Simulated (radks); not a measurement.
The numbers below are computed, except where a source is named.
Problem. Valence configurations of Dy (all share [Xe]). Code: a radial shooting solver on a logarithmic mesh with Libxc functionals. Model: scalar-relativistic Kohn-Sham, PBE, spin-polarised, spherical densities, point nucleus; open shells are filled with parallel spins first (spin-orbit coupling, left out, can overturn this in heavy ions). Order these by energy: 4f10 6s1.5 6p0.5; 4f9 5d1 6s2; 4f7 5d3 6s2; 4f10 6s2; 4f9 6s2 6p1; 4f10 6s1 6p1; 4f9.5 5d0.5 6s2; 4f10 5d2; 4f10 5d1 6p1.

Solution. From the lowest, in eV above it: 4f10 6s2 0.000; 4f9.5 5d0.5 6s2 0.544; 4f10 6s1.5 6p0.5 1.143; 4f9 5d1 6s2 2.064; 4f10 6s1 6p1 2.108; 4f9 6s2 6p1 3.791; 4f10 5d1 6p1 4.605; 4f10 5d2 4.730; 4f7 5d3 6s2 19.503. NIST lists [Xe] 4f10 6s2 as the ground configuration; this level of theory agrees among the configurations tried. The energies are those of spherical high-spin densities, not of single terms. No valid solution was reached for [Xe] 4f11 6s1.
